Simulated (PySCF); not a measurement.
**Computed vibrations of Ce(NO3)4**

Ce(NO3)4 (singlet). PySCF 2.14.0, RKS BP86, Ce lcecp-2-SVP with ECP46, O def2-SVP, N def2-SVP; non-relativistic Hamiltonian with scalar-relativistic core potentials where named; density fitting; no spin-orbit coupling. Central differences of gradients.

```xyz
17

Ce    0.0000    0.0000    0.0000
O     1.4386    0.3447    1.8832
O     1.4386    1.8832    0.3447
N     1.9402    1.4861    1.4861
O     2.7645    2.0992    2.0992
O    -1.4386   -0.3447    1.8832
O    -1.4386   -1.8832    0.3447
N    -1.9402   -1.4861    1.4861
O    -2.7645   -2.0992    2.0992
O     1.4386   -1.8832   -0.3447
O     1.4386   -0.3447   -1.8832
N     1.9402   -1.4861   -1.4861
O     2.7645   -2.0992   -2.0992
O    -1.4386    1.8832   -0.3447
O    -1.4386    0.3447   -1.8832
N    -1.9402    1.4861   -1.4861
O    -2.7645    2.0992   -2.0992
```

Run from Python with OMP_NUM_THREADS=4. Where DIIS fails, smearing, a level shift and second-order steps follow.
It took 8.2 min on 4 threads of AMD EPYC 7R43 64-Core Processor (Zen 3) (shared host).

(1) What are the harmonic wavenumbers and infrared intensities?

(2) Is this a minimum?

Results:

(1) Modes are labelled in D2d; negative numbers are unstable modes, those under 60 cm⁻¹ near the noise; a finer grid moves soft modes by up to 10 cm⁻¹.
```
cm⁻¹  km/mol  symmetry
-120       –        a2
-108       –        b1
 -65       –         e
 -65       –         e
  32     0.0        b1
  35     1.8        b2
  37     0.0        a1
  50     3.0         e
  50     3.0         e
 106     2.0         e
 106     2.0         e
 146     3.8        b2
 150     0.0        a2
 158     0.0        a1
 205     2.3         e
 205     2.3         e
 219     0.0        b1
 269     0.0        a1
 284    65.7         e
 284    65.7         e
 313   167.5        b2
 666     0.0        a2
 678     0.3         e
 678     0.3         e
 680     0.0        b1
 740   132.8        b2
 741    56.4         e
 741    56.4         e
 755     0.0        a1
 768    11.4         e
 768    11.4         e
 771    19.9        b2
 772     0.0        a1
 993    87.4         e
 993    87.4         e
 993   140.1        b2
1000     0.0        a1
1126     0.0        a2
1170     0.0        b1
1179   405.0         e
1179   405.0         e
1678   605.5         e
1678   605.5         e
1681  1019.1        b2
1701     0.0        a1
```

(2) No: 4 unstable; the lowest moves the atoms so:
```
Ce   0.00  0.00  0.00
O   -0.24  0.12  0.22
O    0.24 -0.22 -0.12
N    0.00 -0.06  0.06
O    0.00 -0.04  0.04
O   -0.24  0.12 -0.22
O    0.24 -0.22  0.12
N    0.00 -0.06 -0.06
O    0.00 -0.04 -0.04
O    0.24  0.22  0.12
O   -0.24 -0.12 -0.22
N    0.00  0.06 -0.06
O    0.00  0.04 -0.04
O    0.24  0.22 -0.12
O   -0.24 -0.12  0.22
N    0.00  0.06  0.06
O    0.00  0.04  0.04
```
